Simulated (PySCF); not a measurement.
Molecule: B(Me)2(SiMe3), SMILES CB(C)[Si](C)(C)C (C₅H₁₅BSi). Atoms near the plane z = 0.8 Å, at the GFN2-xTB optimised geometry (x, y, z in Å): B1 (-1.0, 0.0, 0.0), C2 (-1.8, -1.3, 0.0), H3 (-1.4, -2.1, 0.6), H5 (-2.9, -1.2, 0.3), C6 (-1.8, 1.4, 0.0), H7 (-1.8, 1.8, 1.0), Si10 (1.0, 0.0, 0.0), C11 (1.7, 1.5, 1.0), C13 (1.8, -1.6, 0.7), H14 (2.8, 1.5, 1.0), H15 (1.4, 2.4, 0.6), H20 (1.5, -2.4, 0.1), H21 (1.5, -1.7, 1.7), H22 (2.9, -1.5, 0.7).

Calculation: PBE0/def2-SVP (PySCF 2.14.0). Cells within 0.4 Å of a nucleus heavier than hydrogen are left out (blank, or x). The values are rescaled to run from 0 to 1.

```
|222222222222222222222222222|
|222222222222222222222222222|
|222222222222222222222222222|
|222222222222222222222222222|
|222222222222222222222222222|
|222222222222222211222222222|
|222222222222222123222222222|
|222222222222222259422222222|
|222222236521221259533212222|
|22222223862111112xx78212222|
|222222123321111248655212222|
|222222111221122256322222222|
|222222111100222133211222222|
|222222211100221112111222222|
|222222211111221122211222222|
|222221221221121244222222222|
|222211221121111236445212222|
|22222222233211112xx89212222|
|222222223532221125x45212222|
|222222222211222123222222222|
|222222222112222222212222222|
|222222222222222222222222222|
|222222222222222222222222222|
|222222222222222222222222222|
|222222222222222222222222222|
|222222222222222222222222222|
|222222222222222222222222222|
```
Scale: ten equal steps from 0.000 (start of '0') to 1.00 (end of '9'), in the order '0123456789'; x runs from -5.00 to 5.00, y from -5.00 (bottom) to 5.00 (top).

Which quantity is mapped?
A. log10 of the electron density
B. deformation density (molecule minus spherical neutral atoms)
C. electron localisation function
D. electrostatic potential

B, deformation density (molecule minus spherical neutral atoms). In full: deformation density (molecule minus spherical neutral atoms) (e/bohr³).
